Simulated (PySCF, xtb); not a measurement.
ReO2, SMILES [O]=[Re]=[O] (connectivity only; charge and spin as stated), neutral, multiplicity 4.

Harmonic wavenumbers (cm⁻¹) from GFN2-xTB in xtb at its own minimum, in rising order: 226, 921, 926.

Question: What does B3LYP-D3(BJ)/def2-TZVP run with PySCF give at its own minimum? (An estimate is asked for; the answer gives what the named calculation found.)

Answer: 257, 961, 1016. Paired by order, the mean absolute difference is 53 cm⁻¹ and the zero-point energies are 3.0 and 3.2 kcal/mol.
